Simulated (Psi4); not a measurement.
Pair of molecules, SMILES N#N with SMILES C=C=C (the first has 2 atoms); geometry from B3LYP-D3(BJ)/def2-TZVP, rigid monomers moved along the line of their centres of mass till N1···H8 is 3.18 Å.
(charge 0, multiplicity 1):
```xyz
9

N      0.3035     1.6979     0.8484
N      0.3151     0.7442     0.3192
C     -0.1197    -1.7258     3.5858
C     -0.1362    -0.5375     4.1129
C     -0.1516     0.6548     4.6304
H     -1.0307    -2.2023     3.2425
H      0.8057    -2.2785     3.4718
H     -0.0377     1.5372     4.0108
H     -0.2785     0.8055     5.6962
```

Calculation: SAPT0/jun-cc-pV(D+d)Z (Psi4).

**Question.** Give the four SAPT terms and the total, and say what mostly holds the pair together.

**Answer.** electrostatics -0.26, exchange 0.39, induction -0.04, dispersion -0.62, total -0.53 kcal/mol; the largest attraction is dispersion.
